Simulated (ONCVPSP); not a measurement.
Reading a pseudo-wave (phosphorus (P))

Columns: radius, all-electron u(r) and pseudo u(r) of the 3p shell (level -24.25 eV) of phosphorus in the configuration [Ne] 3s2 3p1; revPBE, scalar-relativistic, ONCV scheme, ONCVPSP 4.0.1.

| r (bohr) | all-electron | pseudo |
| --- | --- | --- |
| 0.075 | -0.1064 | 0.0036 |
| 0.150 | -0.2509 | 0.0142 |
| 0.225 | -0.3374 | 0.0319 |
| 0.300 | -0.3563 | 0.0564 |
| 0.375 | -0.3208 | 0.0874 |
| 0.450 | -0.2484 | 0.1246 |
| 0.525 | -0.1539 | 0.1675 |
| 0.600 | -0.0486 | 0.2153 |
| 0.675 | 0.0597 | 0.2672 |
| 0.750 | 0.1654 | 0.3220 |
| 0.825 | 0.2651 | 0.3784 |
| 0.900 | 0.3565 | 0.4351 |
| 0.975 | 0.4387 | 0.4906 |
| 1.050 | 0.5110 | 0.5435 |
| 1.125 | 0.5738 | 0.5927 |
| 1.200 | 0.6271 | 0.6369 |
| 1.275 | 0.6713 | 0.6756 |
| 1.350 | 0.7066 | 0.7080 |
| 1.425 | 0.7335 | 0.7337 |
| 1.500 | 0.7525 | 0.7525 |
| 1.575 | 0.7643 | 0.7643 |
| 1.650 | 0.7696 | 0.7696 |
| 1.725 | 0.7690 | 0.7690 |
| 1.800 | 0.7634 | 0.7634 |
| 1.875 | 0.7533 | 0.7533 |
| 1.950 | 0.7395 | 0.7395 |

Task: How many radial nodes do the two functions have?

Result: The all-electron 3p function has n − l − 1 = 1; the pseudo-wave has 0, since the states of the same l below it are removed with the core.

Task: At about which radius was the pseudo-wave matched?

Result: 1.50 bohr, where the columns begin to agree (steps of 0.07 bohr).

Task: Where does each function peak?

Result: Outermost all-electron maximum near 1.65 bohr, pseudo maximum near 1.65 bohr (to the table’s step).

Task: Is the pseudo-wave norm-conserving?

Result: Yes: the ONCV scheme keeps the norm inside the radius equal to the all-electron one, which fixes the energy derivative of the logarithmic derivative at the level.
